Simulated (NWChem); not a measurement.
System meant: CH3CrFS2; SMILES [CH3][Cr](=[S])([F])=[S]

Input file for NWChem:

```
start job
memory heap 200 mb stack 900 mb global 1100 mb
geometry units angstroms noautoz
  Cr    -0.259548    -0.000286    -0.020439
  S      0.851292     1.603530    -0.154943
  S      0.850968    -1.604079    -0.157313
  F     -1.670233     0.000459    -0.946192
  C     -0.770147    -0.001697     1.884747
  H      0.084595    -0.003886     2.569981
  H     -1.376143    -0.913964     1.992272
  H     -1.373702     0.911850     1.994916
end
basis spherical
  * library def2-svp
end
dft
  xc pbe0
  iterations 4
  mulliken
end
task dft energy
```

End of the output:

```
    Atom       Charge   Shell Charges
 -----------   ------   -------------------------------------------------------
    1 Cr  24    24.40   2.00  2.00  1.93  0.33  0.11  5.99  5.86  1.14  3.06  1.95  0.02
    2 S   16    15.73   2.00  1.96  0.99  0.70  5.81  1.84  2.38  0.04
    3 S   16    15.73   2.00  1.96  0.99  0.70  5.81  1.84  2.38  0.04
    4 F    9     9.16   1.98  1.02  0.76  3.22  2.18  0.01
    5 C    6     6.15   1.97  0.59  0.33  1.87  1.34  0.05
    6 H    1     0.94   0.62  0.25  0.07
    7 H    1     0.94   0.62  0.25  0.07
    8 H    1     0.94   0.62  0.25  0.07

 center of mass
 --------------
 x =   0.00157761 y =  -0.09607178 z =   0.00000000

 moments of inertia (a.u.)
 ------------------
         864.261444932424           0.000004734429           0.000000000000
           0.000004734429         999.489116734448           0.000000000000
           0.000000000000           0.000000000000         677.040608364426

     Multipole analysis of the density
     ---------------------------------

     L   x y z        total         alpha         beta         nuclear
     -   - - -        -----         -----         ----         -------
     0   0 0 0      0.000000    -37.000000    -37.000000     74.000000

     1   1 0 0      0.192886      0.096443      0.096443      0.000000
     1   0 1 0      0.679576      0.339788      0.339788     -0.000000
     1   0 0 1      0.000000      0.000000      0.000000      0.000000

     2   2 0 0    -41.097246   -123.048846   -123.048846    205.000445
     2   1 1 0     -2.091004      5.193969      5.193969    -12.478941
     2   1 0 1      0.000000      0.000000      0.000000      0.000000
     2   0 2 0    -38.445371    -98.386178    -98.386178    158.326984
     2   0 1 1      0.000000      0.000000      0.000000      0.000000
     2   0 0 2    -38.850604   -169.368741   -169.368741    299.886878

 ------------------------------------------------------------------------
 dft energy failed                                                                                  0
 ------------------------------------------------------------------------
 ------------------------------------------------------------------------
  current input line :
    21: task dft energy
 ------------------------------------------------------------------------
 ------------------------------------------------------------------------
 This type of error is most commonly associated with calculations not reaching convergence criteria
 ------------------------------------------------------------------------
 For more information see the NWChem manual at https://nwchemgit.github.io

0:dft energy failed:Received an Error in Communication
```

Q: Can this run be used? If not, why, and what is the fix?

A: The run did not converge; its last values are not results. Cause: the SCF was allowed too few iterations. This input runs:
```
start job
memory heap 200 mb stack 900 mb global 1100 mb
geometry units angstroms noautoz
  Cr    -0.259548    -0.000286    -0.020439
  S      0.851292     1.603530    -0.154943
  S      0.850968    -1.604079    -0.157313
  F     -1.670233     0.000459    -0.946192
  C     -0.770147    -0.001697     1.884747
  H      0.084595    -0.003886     2.569981
  H     -1.376143    -0.913964     1.992272
  H     -1.373702     0.911850     1.994916
end
basis spherical
  Cr library def2-svp
  S library def2-svp
  F library def2-svp
  C library def2-svp
  H library def2-svp
end
dft
  xc pbe0
  iterations 150
  mulliken
end
task dft energy
```
It converges to -1979.49762 Ha (PBE0/def2-SVP).
